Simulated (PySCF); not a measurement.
# Correlation energy of Dy(53+) (dysprosium, charge +53)

[Ne] 3s2 3p1, 2P determinant. All numbers are calculated (PySCF 2.14, scalar relativity by spin-free X2C-1e, in an even-tempered Gaussian basis (17 s from 12 bohr⁻², ratio 2.5; 12 p from 16 bohr⁻², ratio 2.5; 4 d from 62 bohr⁻², ratio 2.7; 4 f from 93 bohr⁻², ratio 2.7)). Frozen: 1s2; 11 electrons correlated; the 20 highest virtual orbitals of each spin left out.

```csv
level,correlation energy (mhartree)
CCSD,-516.43
(T),-0.60
CCSD(T),-517.03
```

Diagnostics: T1 = 0.00041, D1 = 0.0018, largest double amplitude 0.040.

Spin-orbit coupling, absent here, splits the open shell strongly.

Cost of the coupled-cluster step: of the order of 13 core-seconds, for 11 correlated electrons.

At this charge the one-electron X2C treatment keeps the bare 1/r₁₂, with no two-electron picture change or Breit term. The effect here is smaller than on the frozen 1s shell; and a scalar Hamiltonian misses the large spin-orbit splitting of the p shells, which matters for ns² → np² pairs.
